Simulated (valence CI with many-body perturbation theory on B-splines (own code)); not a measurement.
**Forbidden lines of Au⁷²⁺**

Level of theory: relativistic CI+MBPT: five valence electrons over a frozen Dirac-Fock core [He], radial functions for each j: 11 s, 11 p, 10 d, 8 f, 5 g, 2 h, with the one-electron correlation potential Σ1, the two-electron term Σ2, the three-electron term Σ3, Breit, model QED; selected CI, second order for the rest, scaled by the run's own slope (own B-spline code, finite nucleus).

No measured spectrum was set against this ion. As an estimate, large intervals hold to a few tenths of a per cent, small ones and those within an open d or f shell to about a per cent. Among the levels kept, up to 7600 cm⁻¹ of a level comes from second order outside the variational space, and about a tenth of that is noise between levels of different J, which matters for small intervals.

Lines 1 to 50 of 120 in falling wavelength, among levels below 124630 × 10³ cm⁻¹, chosen from the decays that carry over 1 % of a level's rate. Wavelengths and rates use the calculated energies. Electric multipoles are in the length gauge, E1 and E2 with the static RPA response of the core. S is in atomic units (e²a₀⁴ for E2 and M2, e²a₀⁶ for E3), for M1 in squared Bohr magnetons. Weak lines are less certain than strong ones. Lines between different terms over intervals too small for the method are left out, as are lines whose strength nearly cancels.

Levels are named by their leading jj configuration (3d3/2^4 stands for four electrons in 3d with j = 3/2), which in mixed levels can hold well under half, so a name can repeat and another be missing. Letters in brackets count levels of one name in rising energy.

```tsv
λ vac (nm)	Upper	Lower	Type	A (s⁻¹)	S (a.u.)
0.6569	(2s^2 2p1/2 2p3/2^2) J=3/2	(2s^2 2p1/2^2 2p3/2) J=3/2	M1	6.15e+10	2.58e+00
0.6552	(2s^2 2p3/2^3) J=3/2	(2s^2 2p1/2 2p3/2^2) J=1/2	M1	1.53e+10	6.38e-01
0.6509	(2s^2 2p1/2 2p3/2 3p1/2) J=1/2	(2s^2 2p1/2^2 3p1/2) J=1/2	M1	4.19e+10	8.57e-01
0.6496	(2s^2 2p3/2^2 3d5/2) J=9/2	(2s^2 2p1/2 2p3/2 3d5/2) J=7/2 [b]	M1	1.50e+10	1.52e+00
0.6490	(2s^2 2p1/2 2p3/2^2) J=5/2	(2s^2 2p1/2^2 2p3/2) J=3/2	M1	1.02e+10	6.18e-01
0.6490	(2s^2 2p1/2 2p3/2^2) J=5/2	(2s^2 2p1/2^2 2p3/2) J=3/2	E2	5.02e+08	3.09e-05
0.6403	(2s^2 2p3/2^2 3d5/2) J=9/2	(2s^2 2p1/2 2p3/2 3d5/2) J=9/2	M1	2.59e+10	2.52e+00
0.6354	(2s^2 2p3/2^3) J=3/2	(2s^2 2p1/2 2p3/2^2) J=5/2	M1	1.67e+10	6.34e-01
0.6337	(2s^2 2p3/2^2 3d5/2) J=9/2	(2s^2 2p1/2 2p3/2 3d5/2) J=7/2 [a]	M1	2.23e+10	2.10e+00
0.6295	(2s^2 2p1/2 2p3/2^2) J=1/2	(2s^2 2p1/2^2 2p3/2) J=3/2	M1	3.33e+10	6.16e-01
0.6295	(2s^2 2p1/2 2p3/2^2) J=1/2	(2s^2 2p1/2^2 2p3/2) J=3/2	E2	4.19e+08	7.40e-06
0.6280	(2s^2 2p3/2^3) J=3/2	(2s^2 2p1/2 2p3/2^2) J=3/2	M1	6.63e+10	2.43e+00
0.1228	(2s^2 2p1/2 2p3/2 3p1/2) J=1/2	(2s^2 2p1/2 2p3/2^2) J=1/2	M1	3.57e+10	4.91e-03
0.1227	(2s^2 2p1/2 2p3/2 3p1/2) J=3/2 [a]	(2s^2 2p1/2 2p3/2^2) J=1/2	E2	4.04e+11	4.02e-06
0.1226	(2s^2 2p1/2 2p3/2 3p1/2) J=5/2	(2s^2 2p1/2 2p3/2^2) J=1/2	E2	7.95e+11	1.18e-05
0.1221	(2s^2 2p1/2 2p3/2 3p1/2) J=1/2	(2s^2 2p1/2 2p3/2^2) J=5/2	E2	8.47e+11	4.10e-06
0.1220	(2s^2 2p1/2^2 3p1/2) J=1/2	(2s^2 2p1/2^2 2p3/2) J=3/2	E2	4.12e+12	1.99e-05
0.1220	(2s^2 2p1/2^2 3p1/2) J=1/2	(2s^2 2p1/2^2 2p3/2) J=3/2	M1	1.09e+11	1.47e-02
0.1220	(2s^2 2p1/2 2p3/2 3p1/2) J=3/2 [a]	(2s^2 2p1/2 2p3/2^2) J=5/2	M1	6.55e+10	1.77e-02
0.1220	(2s^2 2p1/2 2p3/2 3p1/2) J=3/2 [a]	(2s^2 2p1/2 2p3/2^2) J=5/2	E2	3.57e+10	3.45e-07
0.1220	(2s^2 2p1/2 2p3/2 3p1/2) J=3/2 [b]	(2s^2 2p1/2 2p3/2^2) J=1/2	E2	3.86e+11	3.73e-06
0.1219	(2s^2 2p1/2 2p3/2 3p1/2) J=5/2	(2s^2 2p1/2 2p3/2^2) J=5/2	E2	2.33e+12	3.36e-05
0.1219	(2s^2 2p1/2 2p3/2 3p1/2) J=5/2	(2s^2 2p1/2 2p3/2^2) J=5/2	M1	5.20e+10	2.10e-02
0.1218	(2s^2 2p1/2 2p3/2 3p1/2) J=1/2	(2s^2 2p1/2 2p3/2^2) J=3/2	E2	1.27e+12	6.09e-06
0.1218	(2s^2 2p1/2 2p3/2 3p1/2) J=1/2	(2s^2 2p1/2 2p3/2^2) J=3/2	M1	9.31e+10	1.25e-02
0.1218	(2s^2 2p3/2^2 3p1/2) J=3/2	(2s^2 2p3/2^3) J=3/2	E2	8.33e+11	7.97e-06
0.1218	(2s^2 2p3/2^2 3p1/2) J=3/2	(2s^2 2p3/2^3) J=3/2	M1	1.09e+11	2.92e-02
0.1218	(2s^2 2p1/2 2p3/2 3p1/2) J=3/2 [a]	(2s^2 2p1/2 2p3/2^2) J=3/2	E2	2.48e+12	2.38e-05
0.1217	(2s^2 2p3/2^2 3p1/2) J=5/2	(2s^2 2p3/2^3) J=3/2	E2	2.86e+12	4.10e-05
0.1216	(2s^2 2p1/2 2p3/2 3p1/2) J=5/2	(2s^2 2p1/2 2p3/2^2) J=3/2	E2	5.82e+11	8.29e-06
0.1213	(2s^2 2p1/2 2p3/2 3p1/2) J=3/2 [b]	(2s^2 2p1/2 2p3/2^2) J=5/2	E2	2.29e+12	2.15e-05
0.1210	(2s^2 2p1/2 2p3/2 3p1/2) J=3/2 [b]	(2s^2 2p1/2 2p3/2^2) J=3/2	E2	1.86e+11	1.72e-06
0.1209	(2s^2 2p3/2^2 3p1/2) J=1/2	(2s^2 2p3/2^3) J=3/2	E2	2.17e+12	1.00e-05
0.1170	(2s^2 2p3/2^2 3d5/2) J=9/2	(2s 2p1/2 2p3/2^3) J=5/2	E2	2.67e+10	5.23e-07
0.1163	(2s 2p1/2 2p3/2^2 3p3/2) J=7/2 [a]	(2s 2p1/2 2p3/2^3) J=3/2 [a]	E2	6.03e+11	9.17e-06
0.1163	(2s 2p1/2 2p3/2^2 3p3/2) J=9/2	(2s 2p1/2 2p3/2^3) J=5/2	E2	7.36e+11	1.40e-05
0.1162	(2s^2 2p1/2 2p3/2 3p3/2) J=3/2 [a]	(2s^2 2p1/2 2p3/2^2) J=1/2	E2	7.33e+10	5.56e-07
0.1159	(2s^2 2p1/2 2p3/2 3p3/2) J=3/2 [b]	(2s^2 2p1/2 2p3/2^2) J=1/2	E2	7.61e+11	5.69e-06
0.1159	(2s 2p1/2^2 2p3/2 3p3/2) J=7/2	(2s 2p1/2^2 2p3/2^2) J=5/2	E2	1.39e+12	2.08e-05
0.1158	(2s^2 2p1/2 2p3/2 3p3/2) J=5/2 [b]	(2s^2 2p1/2 2p3/2^2) J=1/2	E2	8.24e+11	9.19e-06
0.1158	(2s 2p1/2^2 2p3/2 3p3/2) J=1/2 [b]	(2s 2p1/2^2 2p3/2^2) J=3/2	E2	2.50e+12	9.27e-06
0.1157	(2s^2 2p1/2 2p3/2 3p3/2) J=5/2 [a]	(2s^2 2p1/2 2p3/2^2) J=5/2	E2	3.25e+11	3.61e-06
0.1156	(2s^2 2p3/2^2 3p3/2) J=7/2	(2s^2 2p3/2^3) J=3/2	E2	8.03e+11	1.19e-05
0.1156	(2s^2 2p3/2^2 3p3/2) J=5/2	(2s^2 2p3/2^3) J=3/2	E2	8.63e+11	9.56e-06
0.1156	(2s^2 2p1/2 2p3/2 3p3/2) J=1/2 [a]	(2s^2 2p1/2 2p3/2^2) J=5/2	E2	3.44e+11	1.27e-06
0.1156	(2s^2 2p3/2^2 3p3/2) J=1/2	(2s^2 2p3/2^3) J=3/2	E2	7.59e+11	2.80e-06
0.1156	(2s^2 2p1/2 2p3/2 3p3/2) J=3/2 [a]	(2s^2 2p1/2 2p3/2^2) J=5/2	E2	1.02e+12	7.54e-06
0.1155	(2s^2 2p1/2^2 3p3/2) J=3/2	(2s^2 2p1/2^2 2p3/2) J=3/2	E2	2.07e+12	1.52e-05
0.1155	(2s^2 2p1/2 2p3/2 3p3/2) J=7/2	(2s^2 2p1/2 2p3/2^2) J=5/2	E2	1.47e+12	2.15e-05
0.1154	(2s^2 2p1/2 2p3/2 3p3/2) J=5/2 [a]	(2s^2 2p1/2 2p3/2^2) J=3/2	E2	1.28e+12	1.40e-05
```
